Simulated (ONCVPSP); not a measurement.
tungsten, ONCV: configuration errors across variants

- Element: tungsten (W)
- Generator: ONCVPSP 4.0.1
- Type: optimised norm-conserving Vanderbilt (ONCV)
- Functional: PBEsol
- Relativity: fully relativistic
- Frozen core: [Kr] 4d10
- Valence charge: 28
- Reference configuration: 4f14 5s2 5p6 5d5 6s1
- Partial waves: 5s+6s: rc 1.70 bohr, ncon 4, nbas 8, qcut 6.5 1/bohr, 2 projectors; 5p: rc 2.10 bohr, ncon 5, nbas 8, qcut 7.6 1/bohr, 2 projectors, debl 3.4 Ha; 5d: rc 2.80 bohr, ncon 4, nbas 9, qcut 4.9 1/bohr, 2 projectors, debl 0.8 Ha; 4f: rc 1.10 bohr, ncon 4, nbas 8, qcut 17.6 1/bohr, local
- Local potential: the f channel
- Core correction: polynomial model core, fcfact 0.55

Open shells are filled in proportion to 2j + 1.

All-electron excitation energies from the reference (eV): (1) 4f14 5s2 5p6 5d4 6s2 -1.537; (2) 4f14 5s2 5p6 5d4 6s1 7.393; (3) 4f14 5s2 5p6 5d4 6s0 23.091.

2 further variants failed, have other tests or another functional or relativity, and are left out.

A true bound ghost makes a file unfit for plane-wave use even where its test errors are small: the radial tests pick states by their node count and pass the ghost by.

The file “base” misses its own reference levels by 1.3 eV. The file “s: ncon 5, nbas 9” misses its own reference levels by 1.3 eV. The file “core correction Teter function, parameters optimised by the program” misses its own reference levels by 1.3 eV. The file “all radii but the core radius scaled by about 0.91 (s 1.54, p 1.92, d 2.54, f 1.00 bohr)” misses its own reference levels by 1.3 eV.

Errors AE − PS in meV (a dash: test not solved or not reliable):

```tsv
change	(1)	(2)	(3)	bound ghosts	GHOST(+) flags above zero
base	+16	+9.8	+4.4	s, p3/2, p1/2	d5/2
s: ncon 5, nbas 9	+17	+9.9	+4.5	s, p3/2, p1/2	d5/2
core correction Teter function, parameters optimised by the program	+16	+9.9	+4.2	s, p3/2, p1/2	d5/2
all radii but the core radius scaled by about 0.91 (s 1.54, p 1.92, d 2.54, f 1.00 bohr)	+8.7	+4.8	+2.1	s, p3/2, d5/2, p1/2	d3/2
```

(1) Give the same row for: f: qcut 10.

## Answers

(1) +16, +9.9, +4.0; bound ghosts: s, d3/2, p3/2, p1/2; GHOST(+) flags above zero: p3/2, d5/2, p1/2.
